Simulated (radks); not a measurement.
Problem. The table gives one normalised radial function P(r) = r R(r) (large component) of Ta59+ in [Ne] 3s2 3p2 (r in bohr). All-electron calculation, Dirac Kohn-Sham, PBE, spin-unpolarised, spherical densities, finite nucleus; open shells fill j = l - 1/2 first; Fermi nuclear charge, rms radius 5.3507 fm. Program: a radial shooting solver on a logarithmic mesh with Libxc functionals.

r          P
0.001637  0.1064
0.001816  0.1199
0.002031  0.1366
0.002254  0.1545
0.002521  0.1767
0.002797  0.2005
0.003129  0.2301
0.003472  0.2619
0.003883  0.3015
0.004309  0.3441
0.004819  0.3970
0.005348  0.4537
0.005981  0.5240
0.006637  0.5990
0.007364  0.6846
0.008237  0.7898
0.00914   0.9008
0.01022   1.0361
0.01134   1.1772
0.01269   1.3466
0.01408   1.5206
0.01575   1.7254
0.01747   1.9308
0.01954   2.1661
0.02169   2.3944
0.02426   2.6458
0.02691   2.8779
0.0301    3.1178
0.0334    3.3217
0.03736   3.5091
0.04146   3.6415
0.04637   3.7265
0.05145   3.7412
0.05755   3.6789
0.06386   3.5439
0.07085   3.3352
0.07925   3.0346
0.08794   2.6977
0.09836   2.2925
0.1091    1.8991
0.1221    1.4830
0.1355    1.1258
0.1515    0.7918
0.1681    0.5395
0.188     0.3332
0.2086    0.1984
0.2334    0.1043
0.259     0.0526
0.2896    0.0226
0.3214    0.0093
0.3595    0.0031
0.3989    0.0010
0.4461    0.0002
0.495     0.0001
0.5537    0.0000
0.6144    0.0000

Which n and l does it have? It may be an empty orbital.

Solution. n = 2, l = 1: the number of nodes gives n - l - 1 = 0, the rise at small r points to l (for j = l - 1/2 the large component starts outside the nucleus as r^gamma with gamma = sqrt(l^2 - (Z/c)^2) = 0.85 and the r^(l+1) term takes over further out; the orbital of l - 1 with the same j starts with the same power, but with a larger coefficient, and does not steepen), and the extent must fit the shell. The curve is that of 2p1/2; the two j differ most near the nucleus, where j = l - 1/2 has the larger amplitude, and in heavy atoms j = l - 1/2 is also the more compact. 2p1/2: eigenvalue -15618.9 eV, 0 radial nodes, <r> = 0.0640 bohr, 90 % of the charge inside 0.106 bohr.
